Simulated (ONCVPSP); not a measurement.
**Before and after: ONCV potential for hafnium**

```
Element                 : Hf (Z = 72)
Generator               : ONCVPSP 4.0.1
Type                    : optimised norm-conserving Vanderbilt (ONCV)
Functional              : PW91
Relativity              : scalar-relativistic
Frozen core             : [Kr] 4d10 4f14 5s2
Valence charge          : 10
Reference configuration : 5p6 5d2 6s1.5 (charge +0.5)
Partial waves           : 6s: rc 2.95 bohr, ncon 4, nbas 7, qcut 2 1/bohr, 1 projector; 5p: rc 1.90 bohr, ncon 5, nbas 9, qcut 7.1 1/bohr, 2 projectors, debl 0.9 Ha; 5d: rc 2.05 bohr, ncon 4, nbas 7, qcut 5.2 1/bohr, 2 projectors, debl 2 Ha
Local potential         : polynomial inside 1.30 bohr (lpopt 3, dvloc0 4 Ha)
Core correction         : polynomial model core, fcfact 0.55
```

In the p channel the program set the typed energies aside and used -1.431, 0.250 Ha.

Change: core [Kr] 4d10 4f14, valence charge 12; reference 5s2 5p6 5d2 6s1.5; waves now 5s+6s: rc 1.65 bohr, ncon 4, nbas 9, qcut 9.1 1/bohr, 2 projectors; 5p: rc 1.50 bohr, ncon 3, nbas 7, qcut 5.1 1/bohr, 1 projector; 5d: rc 2.55 bohr, ncon 4, nbas 9, qcut 7.4 1/bohr, 2 projectors, debl 2.7 Ha; local potential polynomial inside 1.30 bohr (lpopt 5, dvloc0 1 Ha).

Cutoffs: the cutoffs (Ha) at which the residual kinetic energy of the hardest occupied pseudo-wave falls to 1 and 0.1 mHa per electron; they do not see the model core or the augmentation charge, which bear on the density cutoff. Errors are all-electron minus pseudo energies relative to the spin-unpolarised reference configuration.

Q: What does the change do?

A: The potential gets harder (18 Ha and 22 Ha → 25 Ha and 76 Ha); the bound ghost in s disappears. The added semicore shells are compact, so their waves need more plane waves. Several settings change at once here, so the effects cannot be laid on one of them.

| quantity | base | changed |
| --- | --- | --- |
| cutoff, loose | 18 Ha | 25 Ha |
| cutoff, tight | 22 Ha | 76 Ha |
| loose cutoff by channel | s 5.2 Ha, p 18 Ha, d 11 Ha | s 25 Ha, p 22 Ha, d 13 Ha |
| bound ghosts | s | none |
| GHOST(+) flags under 300 eV | none | s at 249.2 eV |
| largest error over its own tests, meV | -39 | -12 |
| rms error of d²Exc/dni dnj with the model core, mHa | 0.33 | 0.30 |

 A true bound ghost makes a file unfit for plane-wave use even where its test errors are small: the radial tests pick states by their node count and pass the ghost by.
